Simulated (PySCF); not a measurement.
Job for PySCF: R-B3LYP/6-311+G** on CH5FO (a complex), monomers drawn apart or pushed together.

```python
from pyscf import gto, scf, dft, mp
from pyscf.data.elements import chemcore

mol = gto.M(
    atom='''
    O    -0.12139854   -0.06330217    0.58278213
    H     0.00780982    0.63656445   -0.06439309
    H    -0.47988093    0.37229124    1.36722086
    C     0.45189836   -0.31402769    3.60877839
    F    -0.48378331    0.62504944    3.15006043
    H    -0.07974566   -1.06698540    4.18932993
    H     0.93419792   -0.76298065    2.74204070
    H     1.17780314    0.20782897    4.23133393
    ''',
    basis='6-311+g**',
    charge=0, spin=0, verbose=3, max_memory=1800)
mf = dft.RKS(mol, xc='b3lyp')
mf.conv_tol = 1e-8
mf.max_cycle = 100
mf.kernel()
if not mf.converged:
    mf = mf.newton().run(mf.mo_coeff, mf.mo_occ)
```

Output:

```
converged SCF energy = -216.254418501649
```

The calculation finished and met its thresholds.

Cost: roughly 6 core-seconds.
